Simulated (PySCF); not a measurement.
Cl3FTi, SMILES [Cl][Ti]([Cl])([Cl])[F], multiplicity 1. Geometry: ωB97X-D3(BJ)/def2-SVP. The spin state was assumed, not searched.

Calculation: PySCF 2.14.0 with ωB97X-D3(BJ)/def2-SVP.

Harmonic wavenumbers (cm⁻¹): 124, 124, 145, 183, 183, 431, 527, 527, 834. Rotational constants (GHz): 1.589, 1.589, 1.150; symmetry number 3.

Work out the zero-point energy and the ideal-gas rigid-rotor harmonic-oscillator thermochemistry at 298.15 K and 1 atm.

ZPE = ½ Σ hcν = ½ × 3078 cm⁻¹ = 4.40 kcal/mol. H − E(el) = 9.26 kcal/mol. Entropy in cal/(mol K): translation 41.36, rotation 26.91, vibration 15.63, total 83.89. G − E(el) = -15.75 kcal/mol. Cp = 21.82 cal/(mol K). Modes under 150 cm⁻¹ make the vibrational entropy uncertain.
